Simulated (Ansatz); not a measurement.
`[SiH3][CH2][InH2]`, 10 atoms. The species carries charge 0 and has multiplicity 1. Correlated methods include outer-core shells of In, which these sets cover unevenly. In takes the def2 core potential. All runs use 2 threads of an Arm Neoverse V1 on a shared host. Correlated methods freeze the cores.

(1) Give the basis size and wall time and peak host memory of each of these runs in Ansatz. RKS BHLYP-D4/def2-TZVPP energy; RKS ωB97X-V/def2-TZVPP energy; direct RPA on PBE orbitals/def2-TZVPP energy; RHF-MP2/def2-QZVPP energy; RKS PBE0-D4/def2-QZVPP energy; RKS ωB97M-V/def2-SVP energy; RKS ωB97M-V/def2-QZVPP energy; RHF-CCSD(T)/def2-SVP energy; RKS PBE-QIDH (frozen core)/def2-TZVPP energy; RKS PBE0-D4/def2-SVP energy; RKS PBE0-D4/def2-TZVP relaxation (20 steps); RKS revPBE-D4/def2-TZVPP energy. (Best estimate.)

## Answers

(1) The calculation gave: Other jobs shared the machine, so times are rough.

```json
{"level": "RKS PBE0-D4/def2-SVP", "job": "energy", "functions": "93", "wall time": "2.1 s", "peak host memory (GiB)": "0.43"}
{"level": "RKS revPBE-D4/def2-TZVPP", "job": "energy", "functions": "221", "wall time": "3.4 s", "peak host memory (GiB)": "0.26"}
{"level": "RKS BHLYP-D4/def2-TZVPP", "job": "energy", "functions": "221", "wall time": "5 s", "peak host memory (GiB)": "0.51"}
{"level": "RHF-CCSD(T)/def2-SVP", "job": "energy", "functions": "93", "wall time": "6 s", "peak host memory (GiB)": "0.43"}
{"level": "RKS ωB97M-V/def2-SVP", "job": "energy", "functions": "93", "wall time": "8 s", "peak host memory (GiB)": "0.43"}
{"level": "RKS PBE-QIDH (frozen core)/def2-TZVPP", "job": "energy", "functions": "221", "wall time": "9 s", "peak host memory (GiB)": "0.54"}
{"level": "direct RPA on PBE orbitals/def2-TZVPP", "job": "energy", "functions": "221", "wall time": "9 s", "peak host memory (GiB)": "0.48"}
{"level": "RKS ωB97X-V/def2-TZVPP", "job": "energy", "functions": "221", "wall time": "14 s", "peak host memory (GiB)": "0.62"}
{"level": "RKS PBE0-D4/def2-QZVPP", "job": "energy", "functions": "419", "wall time": "14 s", "peak host memory (GiB)": "1.2"}
{"level": "RHF-MP2/def2-QZVPP", "job": "energy", "functions": "419", "wall time": "29 s", "peak host memory (GiB)": "2.1"}
{"level": "RKS ωB97M-V/def2-QZVPP", "job": "energy", "functions": "419", "wall time": "34 s", "peak host memory (GiB)": "1.5"}
{"level": "RKS PBE0-D4/def2-TZVP", "job": "relaxation (20 steps)", "functions": "160", "wall time": "96 s", "peak host memory (GiB)": "0.38"}
```
